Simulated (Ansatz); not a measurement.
Geometry optimisation, RKS PBE/def2-SVP (Ansatz).

input.yaml

```yaml
crystal:
  periodic: [false, false, false]
  atoms:
    - { symbol: C, position_ang: [-2.33446, -0.54962, -0.55833] }
    - { symbol: C, position_ang: [-1.74097, -0.21655, 0.5816] }
    - { symbol: Ga, position_ang: [0.27573, 0.16483, 0.62953] }
    - { symbol: O, position_ang: [0.92901, 0.56372, 2.17286] }
    - { symbol: Si, position_ang: [2.01448, 0.19813, -1.03585] }
    - { symbol: H, position_ang: [-3.39459, -0.76149, -0.63867] }
    - { symbol: H, position_ang: [-1.77606, -0.62752, -1.4845] }
    - { symbol: H, position_ang: [-2.34304, -0.15028, 1.49003] }
    - { symbol: H, position_ang: [1.11961, 0.75927, 3.0841] }
    - { symbol: H, position_ang: [3.17071, -0.61595, -0.61887] }
    - { symbol: H, position_ang: [1.5753, -0.33161, -2.33921] }
    - { symbol: H, position_ang: [2.50428, 1.56707, -1.28268] }
basis:
  gaussian: { orbitals: def2-SVP }
hamiltonian:
  xc: pbe
relax:
  f_tol: 0.02
  max_steps: 50
```

Command:

```bash
$ ansatz run input.yaml --threads 2 --pin off --max-ram 3072MiB --backend cpu --events-out ev --progress --plain --runs-dir out
```

Task: Where does it end, and by what steps?

Result: It converged. After 11 steps the energy has fallen by 0.505 eV; H9 moved furthest, 0.68 Å.

```json
{"step": "0", "energy less start (eV)": "0.0000", "largest force component (eV/Å)": "1.681", "accepted": "yes"}
{"step": "1", "energy less start (eV)": "-0.1404", "largest force component (eV/Å)": "0.757", "accepted": "yes"}
{"step": "2", "energy less start (eV)": "-0.1721", "largest force component (eV/Å)": "0.459", "accepted": "yes"}
{"step": "3", "energy less start (eV)": "-0.2492", "largest force component (eV/Å)": "0.642", "accepted": "yes"}
{"step": "4", "energy less start (eV)": "-0.2249", "largest force component (eV/Å)": "3.273", "accepted": "no"}
{"step": "5", "energy less start (eV)": "-0.3505", "largest force component (eV/Å)": "0.506", "accepted": "yes"}
{"step": "6", "energy less start (eV)": "-0.4276", "largest force component (eV/Å)": "1.027", "accepted": "yes"}
{"step": "7", "energy less start (eV)": "-0.4732", "largest force component (eV/Å)": "0.441", "accepted": "yes"}
{"step": "8", "energy less start (eV)": "-0.4986", "largest force component (eV/Å)": "0.224", "accepted": "yes"}
{"step": "9", "energy less start (eV)": "-0.5032", "largest force component (eV/Å)": "0.104", "accepted": "yes"}
{"step": "10", "energy less start (eV)": "-0.5047", "largest force component (eV/Å)": "0.027", "accepted": "yes"}
{"step": "11", "energy less start (eV)": "-0.5048", "largest force component (eV/Å)": "0.008", "accepted": "yes"}
```

```xyz
12
Properties=species:S:1:pos:R:3
C -2.193 -0.518 -0.528
C -1.577 -0.182 0.626
Ga 0.356 0.191 0.695
O 1.098 0.622 2.296
Si 1.970 0.172 -1.099
H -3.277 -0.730 -0.583
H -1.644 -0.602 -1.483
H -2.193 -0.120 1.544
H 0.453 0.641 3.027
H 3.159 -0.680 -0.741
H 1.383 -0.364 -2.380
H 2.465 1.569 -1.373
```

The run took 24 s on 2 threads of Intel(R) Xeon(R) Platinum 8488C (Sapphire Rapids) (shared host), peak memory 0.19 GiB.
